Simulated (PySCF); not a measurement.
Two species compared at the same levels of theory.

First species: C5H16Si2.
SMILES: `C[SiH2]CC(C)([SiH3])C`

Second species: C6H8N2O2.
InChI=1S/C6H8N2O2/c1-8-4-5(3-7-8)6(9)10-2/h3-4H,1-2H3

Levels: PBE0/pcSseg-1 for dipole moment, HOMO energy, LUMO energy and HOMO–LUMO gap; GFN2-xTB for rotational constant A and rotational constant C. Geometries: GFN2-xTB. All species are isolated and taken at one optimised geometry, non-relativistic unless stated. Electronic properties by PySCF.

Dipoles, sizes and rotational constants follow the conformer. The torsions of the flexible species, by atom-mapped SMILES:
- `[CH3:1][SiH2:2][CH2:3][C:4]([CH3:5])([CH3:6])[SiH3:7]`: C1–Si2–C3–C4 176°, Si2–C3–C4–C5 54°
- `[CH3:1][O:2][C:3](=[O:4])[c:5]1[cH:6][n:7][n:8]([CH3:9])[cH:10]1`: C1–O2–C3–O4 0°, O2–C3–C5–C6 -1°

Q: Which of the two has the higher LUMO energy, and by how much?

A: The first: 0.67 eV against -0.59 eV, a difference of 1.26 eV.

Q: Which of the two has the higher dipole moment, and by how much?

A: The second: 1.48 D against 0.92 D, a difference of 0.56 D.

Q: Which has the higher rotational constant A?

A: The second: 4.272 GHz against 2.587 GHz, a difference of 1.685 GHz.

Q: Which of the two has the higher HOMO–LUMO gap, and by how much?

A: The first: 8.61 eV against 6.84 eV, a difference of 1.77 eV.

Q: Which of the two has the higher HOMO energy, and by how much?

A: The second: -7.43 eV against -7.94 eV, a difference of 0.51 eV.

Q: Which of the two has the higher rotational constant C, and by how much?

A: The first: 0.853 GHz against 0.625 GHz, a difference of 0.228 GHz.

On the first: The dipole matches unit charges of opposite sign 0.19 Å apart (1 e·Å = 4.8032 D).

On the second: The dipole equals about 4.9 × 10⁻³⁰ C·m (1 D = 3.33564 × 10⁻³⁰ C·m).
